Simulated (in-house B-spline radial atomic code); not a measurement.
A calculation on Au6+: its settings, and results tabulated from the run. Computed with a B-spline radial code for spherical atoms: Dirac-Kohn-Sham AM05, spherical fractional occupations, Fermi nucleus of rms radius 5.4371 fm.

Command:
```bash
python run_scf.py task.json out
```
Settings (nuclear radius in fm, mass in u):
```
Z                79
configuration    [Xe] 4f14 5d5
hamiltonian      dirac
method           am05
spin_polarised   False
nucleus          fermi
rms_radius       5.4371
atomic_mass      196.96657
speed_of_light   137.035999084
```

Output (hartree, bohr):
```
 radial grid: 67 intervals, B-splines of order 8, outer radius 21.6418 bohr

 iter        energy (Eh)    residual
    1      -19019.807262    7.28e-01
    2      -19022.923372    2.49e-01
    3      -19024.312915    5.47e-02
    4      -19024.366405    1.86e-02
    5      -19024.372029    7.80e-03
    6      -19024.372829    2.07e-03
    7      -19024.372904    3.49e-04
    8      -19024.372906    2.13e-05
    9      -19024.372906    7.23e-07

 total energy                    -19024.37291
 kinetic                           21837.2728
 electron-nucleus                 -47677.0431
 Hartree                            7167.5046
 exchange-correlation               -352.1072

 first-order corrections (not in the total)
   Gaunt                            24.2460
   retardation                      -2.5737
   frequency dependence             -0.4598
   self-energy                      18.0654
   Uehling                          -3.6605
   Wichmann-Kroll                    0.1599
   recoil                            0.0320

 orbital      occ     eigenvalue          <r>       <r^2>       <1/r>     <1/r^3>       r_max    small
 1s1/2      2.000     -2963.4226    0.0168802  0.00039385     95.6183           -     0.01043  8.99e-02
 2s1/2      2.000      -525.2687    0.0705049  0.00594536     23.5046           -     0.06043  2.06e-02
 2p1/2      2.000      -504.0935    0.0580041  0.00420482     23.4765           -     0.04447  2.07e-02
 2p3/2      4.000      -436.7248    0.0665503  0.00539259     19.1307       20520     0.05185  1.84e-02
 3s1/2      2.000      -126.4580     0.183436   0.0386244     8.62689           -        0.17  6.88e-03
 3p1/2      2.000      -116.8887     0.173648   0.0351963     8.54571           -      0.1586  6.83e-03
 3p3/2      4.000      -102.0234     0.189344    0.041621     7.41213     4763.69      0.1736  6.16e-03
 3d3/2      4.000       -86.0444      0.16485   0.0319079     7.31293     832.441      0.1351  6.05e-03
 3d5/2      6.000       -82.8460     0.169634   0.0336565     7.05444      690.48      0.1393  5.87e-03
 4s1/2      2.000       -29.9785     0.407125    0.187313     3.65356           -      0.3833  2.33e-03
 4p1/2      2.000       -25.8916     0.409417    0.190961     3.54591           -      0.3814  2.24e-03
 4p3/2      4.000       -22.3176       0.4436    0.223786     3.15058     1149.15      0.4124  1.98e-03
 4d3/2      4.000       -15.6077     0.451812    0.236145     2.94923     179.927      0.4051  1.78e-03
 4d5/2      6.000       -14.9414     0.463012    0.247782     2.85806     145.848      0.4147  1.72e-03
 5s1/2      2.000        -7.1649     0.914039    0.935002      1.5016           -       0.845  6.07e-04
 5p1/2      2.000        -5.8056     0.977287     1.07388     1.38631           -      0.8896  5.31e-04
 5p3/2      4.000        -5.1528      1.06063     1.26358     1.25127     208.979       0.965  4.59e-04
 4f5/2      6.000        -6.3215     0.492969    0.293723     2.48738     30.4386      0.3725  1.35e-03
 4f7/2      8.000        -6.1806     0.499757    0.301865      2.4522     28.9225      0.3771  1.32e-03
 5d3/2      2.000        -3.2225      1.28055       1.862      1.0141     23.4175       1.121  3.14e-04
 5d5/2      3.000        -3.1371      1.31095     1.95027    0.987054     18.8909       1.149  3.01e-04
```

Run time, properties included: 1.5 s on 1 thread of Intel(R) Xeon(R) 6975P-C, with other jobs on the host.

For the Dirac Hamiltonian the kinetic term is c α·p + (β - 1)c².
